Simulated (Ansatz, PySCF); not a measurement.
Process, species as SMILES: N[C-]=O -> [NH-]C=O
Geometries: B3LYP-D3(BJ)/def2-TZVP minima from Ansatz (an electronic-structure program), one conformer each, not searched for the lowest.

Wanted: isomerisation energy (enthalpy at 298 K, with B3LYP-D3(BJ) rigid-rotor harmonic-oscillator terms from PySCF), in kJ/mol. Correlated levels leave the core frozen unless marked. No spin-orbit coupling. No relativistic terms. Anions need diffuse functions: aug- sets have them; def2-D sets add few; the other sets have none. CBS marks a two-point X^-3 extrapolation of the correlation energy; Hartree-Fock from the larger set. [CCSD(T)-MP2]/basis is that difference in the basis named.

```
level                           program  isomerisation energy (kJ/mol)
-----------------------  --------------  -----------------------------
HF/cc-pVDZ                       Ansatz                         -118.1
HF/cc-pVTZ                       Ansatz                         -116.0
HF/cc-pwCVTZ                     Ansatz                         -116.3
TPSS-D3(BJ)/def2-TZVPD    PySCF + dftd3                         -115.0
B3LYP-D3(BJ)/def2-TZVPD  Ansatz + dftd3                         -112.3
TPSSh-D3(BJ)/def2-TZVPD   PySCF + dftd3                         -117.1
r2SCAN0-D4/def2-TZVPD    Ansatz + dftd4                         -121.1
```

Task: Estimate the value at RI-MP2/CBS(aug-cc-pVTZ,aug-cc-pVQZ)+[CCSD(T)-MP2]/aug-cc-pVTZ as computed with Ansatz.

Result: -108.2 kJ/mol
